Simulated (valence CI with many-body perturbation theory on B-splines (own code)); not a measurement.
**Co XIII: electric-dipole lines**

Computed by configuration interaction combined with many-body perturbation theory (CI+MBPT): five valence electrons over a frozen Dirac-Fock core [Ne], radial functions for each j: 9 s, 9 p, 8 d, 6 f, 3 g, 1 h, with the one-electron correlation potential Σ1 (screened to all orders), the two-electron term Σ2, the three-electron term Σ3, Breit, model QED; selected single and double excitations, second order for the rest, scaled by the run's own slope (own B-spline code, finite nucleus).

No measured spectrum was set against this ion. As an estimate, levels of excited configurations hold to 0.05 to 0.15 % of their energy, terms of the ground configuration to about 0.5 %. Among the levels kept, up to 630 cm⁻¹ of a level comes from second order outside the variational space, and about a tenth of that is noise between levels of different J, which matters for small intervals.

Lines 151 to 174 of 174 in falling wavelength, among levels below 703320 cm⁻¹, chosen from the strongest by gf and those to the six lowest levels. Wavelengths and rates use the calculated energies, so an error of 200 cm⁻¹ moves a line at 178.8 Å by 0.036 % and its rate by three times that or more. Electric multipoles are in the length gauge, E1 and E2 with the static RPA response of the core. Weak lines are less certain than strong ones. Lines between different terms over intervals too small for the method are left out, as are lines whose strength nearly cancels.

Names give the largest LS component (configuration and term), which can be under half, so a name can repeat, a term be missing and a line seem to break the LS rules; names also repeat where a configuration has a term twice. Letters in brackets count levels of one name in rising energy.

| λ vac (Å) | Upper | Lower | A (s⁻¹) | S (a.u.) with core polarisation | S without |
| --- | --- | --- | --- | --- | --- |
| 178.8 | 3s2 3p2 3d 2D_5/2 [c] | 3s2 3p3 2P°_3/2 | 9.61e+10 | 1.63e+00 | 1.68e+00 |
| 178.4 | 3s2 3p2 3d 2D_3/2 [c] | 3s2 3p3 2P°_3/2 | 2.31e+10 | 2.59e-01 | 2.67e-01 |
| 177.4 | 3s2 3p2 3d 2D_3/2 [a] | 3s2 3p3 4S°_3/2 | 5.99e+09 | 6.60e-02 | 6.81e-02 |
| 176.8 | 3s2 3p2 3d 2P_1/2 [b] | 3s2 3p3 2D°_3/2 | 3.05e+09 | 1.66e-02 | 1.70e-02 |
| 176.5 | 3s2 3p2 3d 2F_5/2 [b] | 3s2 3p3 2D°_5/2 | 7.58e+09 | 1.23e-01 | 1.27e-01 |
| 175.6 | 3s2 3p2 3d 2D_3/2 [c] | 3s2 3p3 2P°_1/2 | 7.47e+10 | 7.99e-01 | 8.23e-01 |
| 175.6 | 3s2 3p2 3d 2P_3/2 [c] | 3s2 3p3 2D°_5/2 | 1.66e+08 | 1.77e-03 | 1.78e-03 |
| 174.7 | 3s2 3p2 3d 2F_7/2 [b] | 3s2 3p3 2D°_5/2 | 1.12e+11 | 2.37e+00 | 2.44e+00 |
| 174.7 | 3s2 3p2 3d 2F_5/2 [b] | 3s2 3p3 2D°_3/2 | 1.04e+11 | 1.64e+00 | 1.69e+00 |
| 173.7 | 3s2 3p2 3d 2P_3/2 [c] | 3s2 3p3 2D°_3/2 | 1.73e+09 | 1.80e-02 | 1.86e-02 |
| 173.4 | 3s2 3p2 3d 2D_5/2 [a] | 3s2 3p3 4S°_3/2 | 3.43e+09 | 5.30e-02 | 5.47e-02 |
| 173.1 | 3s2 3p2 3d 2S_1/2 | 3s2 3p3 2D°_3/2 | 8.65e+09 | 4.43e-02 | 4.56e-02 |
| 168.5 | 3s2 3p2 3d 2D_3/2 [b] | 3s2 3p3 4S°_3/2 | 4.35e+04 | 4.10e-07 | 4.48e-07 |
| 168.1 | 3s2 3p2 3d 2D_5/2 [b] | 3s2 3p3 4S°_3/2 | 1.18e+08 | 1.66e-03 | 1.71e-03 |
| 167.3 | 3s2 3p2 3d 2D_5/2 [c] | 3s2 3p3 2D°_5/2 | 4.26e+09 | 5.91e-02 | 6.07e-02 |
| 166.9 | 3s2 3p2 3d 2D_3/2 [c] | 3s2 3p3 2D°_5/2 | 1.89e+08 | 1.73e-03 | 1.78e-03 |
| 165.6 | 3s2 3p2 3d 2D_5/2 [c] | 3s2 3p3 2D°_3/2 | 5.82e+07 | 7.83e-04 | 8.08e-04 |
| 165.2 | 3s2 3p2 3d 2D_3/2 [c] | 3s2 3p3 2D°_3/2 | 6.64e+07 | 5.91e-04 | 5.98e-04 |
| 164.1 | 3s2 3p2 3d 2P_1/2 [b] | 3s2 3p3 4S°_3/2 | 5.25e+07 | 2.29e-04 | 2.35e-04 |
| 162.2 | 3s2 3p2 3d 2F_5/2 [b] | 3s2 3p3 4S°_3/2 | 6.59e+08 | 8.33e-03 | 8.58e-03 |
| 161.4 | 3s2 3p2 3d 2P_3/2 [c] | 3s2 3p3 4S°_3/2 | 8.34e+07 | 6.93e-04 | 7.16e-04 |
| 160.8 | 3s2 3p2 3d 2S_1/2 | 3s2 3p3 4S°_3/2 | 8.63e+05 | 3.55e-06 | 3.73e-06 |
| 154.4 | 3s2 3p2 3d 2D_5/2 [c] | 3s2 3p3 4S°_3/2 | 5.63e+08 | 6.14e-03 | 6.33e-03 |
| 154.0 | 3s2 3p2 3d 2D_3/2 [c] | 3s2 3p3 4S°_3/2 | 1.12e+08 | 8.06e-04 | 8.32e-04 |
